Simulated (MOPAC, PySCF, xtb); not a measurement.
Dissociation curve of SMILES [CH3][GeH3]. The Ge2–H8 bond (Ge2 also carries C, H, H; H8 carries nothing else) is varied alone, starting from the PBE0/def2-TZVP optimised geometry.

- RMP2/3-21G = restricted MP2 (frozen core)/3-21G run with PySCF 2.14.0
- GFN1-xTB (xtb)
- RHF/def2-TZVP (PySCF)
- AM1, restricted, heats of formation (MOPAC)
- RKS-LDA (SVWN5)/6-31G* = restricted LDA (SVWN5)/6-31G*, spherical d run with PySCF

Energies are in kcal/mol, each relative to the lowest point of its own curve near equilibrium.

| R / Å | RMP2/3-21G | GFN1-xTB | RHF | AM1 | RKS-LDA (SVWN5)/6-31G* |
|---|---|---|---|---|---|
| 1.17 | 47.6 | 48.2 | 50.3 | 29.6 | 48.4 |
| 1.25 | 26.0 | 21.2 | 26.9 | 17.1 | 26.1 |
| 1.32 | 13.7 | 8.6 | 13.8 | 9.5 | 13.6 |
| 1.39 | 6.0 | 2.4 | 5.7 | 4.3 | 5.8 |
| 1.44 | 2.7 | ___ | 2.4 | ___ | 2.5 |
| 1.51 | 0.3 | 0.0 | 0.2 | 0.2 | 0.3 |
| 1.54 | 0.0 | 0.4 | 0.0 | 0.0 | 0.0 |
| 1.58 | 0.1 | 1.3 | ___ | 0.2 | 0.2 |
| 1.64 | 1.1 | ___ | 1.8 | 1.3 | 1.4 |
| 1.71 | 3.5 | 6.5 | ___ | 3.8 | 3.9 |
| 1.80 | 7.8 | 11.4 | 10.0 | 8.4 | 8.3 |
| 1.93 | 15.7 | 19.2 | 19.1 | 17.0 | 16.2 |
| 2.09 | 26.7 | 28.9 | 31.7 | 29.5 | 27.0 |
| 2.29 | 41.0 | 40.4 | 47.8 | 45.8 | 40.6 |
| 2.53 | 57.4 | 52.7 | 66.2 | 64.3 | 55.6 |
| 2.78 | 72.6 | 63.7 | 83.4 | 81.1 | 69.2 |
| 3.04 | 85.9 | 73.3 | 99.1 | 95.6 | 80.9 |
| 3.41 | 100.1 | 84.6 | 117.9 | 111.1 | 93.8 |
| 3.81 | 109.4 | 94.2 | 134.1 | 122.9 | 103.7 |
| 4.12 | 112.4 | 100.3 | 144.2 | 129.4 | 109.2 |
| 4.59 | 110.9 | 107.3 | ___ | 136.5 | 114.8 |

**Question.** What belongs in the gaps?

**Answer.** 
- 1.44, GFN1-xTB: 0.5
- 1.44, AM1: 1.9
- 1.58, RHF: 0.3
- 1.64, GFN1-xTB: 3.3
- 1.71, RHF: 4.8
- 4.59, RHF: 156.4

The restricted form behind RMP2/3-21G, RHF, AM1, RKS-LDA (SVWN5)/6-31G* keeps the bonding electrons paired and can't separate into open-shell fragments.
